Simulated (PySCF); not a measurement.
BH2, SMILES [BH2] (connectivity only; charge and spin as stated), charge +1, multiplicity 1. Coordinates come from a B3LYP-D3(BJ)/def2-TZVPD optimisation. The multiplicity is an assumed one; other spin states were not compared. The isomer is the one that the SMILES or the coordinates give; other isomers of the formula were not compared.

TDDFT-LC-ωPBE/def2-TZVPD in PySCF 2.14.0 puts the lowest singlet excitations at 7.31, 7.31, 11.51, 11.51, 14.68, 15.87 eV and the lowest triplet (TDA) at 6.18 eV.

Problem. What are the lowest singlet roots from EOM-CCSD/aug-cc-pVDZ (PySCF)? (The exact figures need the calculation; the answer reports its results.)

Solution. 7.48, 7.48, 12.33, 12.33, 14.84, 16.30 eV; triplets 6.72, 6.72, 9.05 eV. S1 differs by 0.17 eV (second minus first; roots are paired by order, and the bases may differ).
